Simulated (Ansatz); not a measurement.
Reaction (silylene formation by 1,1-elimination): `O[SiH](S)P[SiH3]` → `O[Si]S` + `[SiH3]P`

Isolated molecules relaxed with PBE0-D4/def2-TZVP in Ansatz; ΔE leaves out vibrations. CCSD(T)/CBS adds triple-zeta CCSD(T) − MP2 to the extrapolated MP2 energy (def2 sets, frozen cores). This one scheme is used for every species. Functionals use def2-TZVPP. B3LYP here is the variant with VWN-RPA as its local correlation; programs differ in this. One conformer a species, not always the lowest.

```json
{"level": "LDA (SPW92)", "ΔE (kJ/mol)": "193.1", "difference from CCSD(T)/CBS": "14.2"}
{"level": "revPBE-D4", "ΔE (kJ/mol)": "172.8", "difference from CCSD(T)/CBS": "-6.1"}
{"level": "BLYP-D4", "ΔE (kJ/mol)": "149.6", "difference from CCSD(T)/CBS": "-29.3"}
{"level": "B97M-V", "ΔE (kJ/mol)": "174.8", "difference from CCSD(T)/CBS": "-4.1"}
{"level": "ωB97M-V", "ΔE (kJ/mol)": "166.4", "difference from CCSD(T)/CBS": "-12.5"}
{"level": "PBE", "ΔE (kJ/mol)": "157.6", "difference from CCSD(T)/CBS": "-21.3"}
{"level": "B3LYP", "ΔE (kJ/mol)": "138.9", "difference from CCSD(T)/CBS": "-40.0"}
{"level": "MP2/def2-TZVPP", "ΔE (kJ/mol)": "189.9", "difference from CCSD(T)/CBS": "11.0"}
{"level": "HF/CBS(def2)", "ΔE (kJ/mol)": "151.3", "difference from CCSD(T)/CBS": "-27.6"}
{"level": "CCSD/CBS(def2)", "ΔE (kJ/mol)": "174.8", "difference from CCSD(T)/CBS": "-4.1"}
{"level": "CCSD(T)/CBS", "ΔE (kJ/mol)": "178.9", "difference from CCSD(T)/CBS": "0"}
```

Problem. What do rigid-rotor, harmonic-oscillator terms from PBE0-D4/def2-TZVP frequencies (298.15 K, 1 bar) make of the CCSD(T)/CBS value? (Best estimate.)

Solution. The calculation gave: ΔZPE = -8.2 kJ/mol, ΔH = +171.8 kJ/mol, ΔS = 165 J/(mol·K), ΔG = +122.6 kJ/mol.

Largest T1 diagnostic among the species: 0.015.

At CCSD(T), def2-SVP lies −24.9 kJ/mol from the extrapolated value and def2-TZVPP −8.7 kJ/mol. The D4 term adds +25.9 kJ/mol with B3LYP and +14.4 kJ/mol with PBE0; it sums over pairs of atoms, weighted by their polarisabilities, and B3LYP, whose exchange is more repulsive, gets the larger term. Leaving LDA and LC-ωPBE aside and taking each functional with its dispersion term where it has one, the values, not all of them listed here, spread over 47.0 kJ/mol, from BLYP-D4 to r2SCAN0-D4. LDA lies +35.5 kJ/mol from PBE without D4.

CCSD(T)/CBS has its own doubt, a few kJ/mol and more with outer-core shells, so smaller differences from it don't rank the levels.
